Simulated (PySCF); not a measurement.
Predicted microwave data (PySCF 2.14.0, PBE0-D3(BJ)/def2-SVP geometry optimisation, gas phase) for one isomer of C3H10OSi:

```
Rotational constants : A = 9523, B = 1839, C = 1657 MHz
Dipole components    : |μa| = 0.51 D, |μb| = 1.71 D, |μc| = 1.20 D
Inertial defect      : -22.93 u·Å²
κ                    : -0.95
```

**Question.** Which structure is it? (One computed conformer of each.)
A. `CC(C)O[SiH3]` (SiH3(OiPr))
B. `[CH3:1][CH2:2][O:3][SiH2:4][CH3:5]` with C1–C2–O3–Si4 180°, C2–O3–Si4–C5 180°
C. `[CH3:1][O:2][CH2:3][SiH2:4][CH3:5]` with C1–O2–C3–Si4 180°, O2–C3–Si4–C5 56°
D. `[CH3:1][CH2:2][CH2:3][SiH2:4][OH:5]` with C1–C2–C3–Si4 180°, C2–C3–Si4–O5 -59°, C3–Si4–O5–H 75°
E. `[CH3:1][SiH2:2][CH2:3][CH2:4][OH:5]` with C1–Si2–C3–C4 -166°, Si2–C3–C4–O5 -46°, C3–C4–O5–H -60°
F. `[CH3:1][CH:2]([CH3:3])[O:4][SiH3:5]` with C1–C2–O4–Si5 76°

**Answer.** E. It is C[SiH2]CCO, a near-prolate asymmetric top, point group C1. The candidates at the same level (rigid rotor, commonest isotopes):

```json
{"SMILES": "C[SiH2]CCO", "A (MHz)": "9523", "B (MHz)": "1839", "C (MHz)": "1657", "μa (D)": "0.51", "μb (D)": "1.71", "μc (D)": "1.20", "Δ (u·Å²)": "-22.93", "point group": "C1", "rotor": "near-prolate asymmetric top"}
{"SMILES": "COC[SiH2]C", "A (MHz)": "8065", "B (MHz)": "1941", "C (MHz)": "1699", "μa (D)": "0.84", "μb (D)": "0.01", "μc (D)": "0.93", "Δ (u·Å²)": "-25.54", "point group": "C1", "rotor": "near-prolate asymmetric top"}
{"SMILES": "CCC[SiH2]O", "A (MHz)": "8955", "B (MHz)": "1731", "C (MHz)": "1567", "μa (D)": "1.41", "μb (D)": "0.48", "μc (D)": "0.81", "Δ (u·Å²)": "-25.94", "point group": "C1", "rotor": "near-prolate asymmetric top"}
{"SMILES": "[H][Si]([H])([H])OC(C)C", "A (MHz)": "7395", "B (MHz)": "2276", "C (MHz)": "1885", "μa (D)": "0.70", "μb (D)": "0.65", "μc (D)": "0.65", "Δ (u·Å²)": "-22.25", "point group": "C1", "rotor": "asymmetric top"}
{"SMILES": "CCO[SiH2]C", "A (MHz)": "11465", "B (MHz)": "1716", "C (MHz)": "1564", "μa (D)": "0.08", "μb (D)": "0.22", "μc (D)": "0.00", "Δ (u·Å²)": "-15.49", "point group": "Cs", "rotor": "near-prolate asymmetric top"}
{"SMILES": "CC(C)O[SiH3]", "A (MHz)": "7369", "B (MHz)": "2267", "C (MHz)": "1880", "μa (D)": "0.69", "μb (D)": "0.60", "μc (D)": "0.68", "Δ (u·Å²)": "-22.68", "point group": "C1", "rotor": "asymmetric top"}
```

`CC(C)O[SiH3]` has B 23 % too high; `COC[SiH2]C` has A 15 % too low; `CCC[SiH2]O` has A 6 % too low; `[H][Si]([H])([H])OC(C)C` has B 24 % too high; `CCO[SiH2]C` has A 20 % too high. No structure here is proved a minimum.
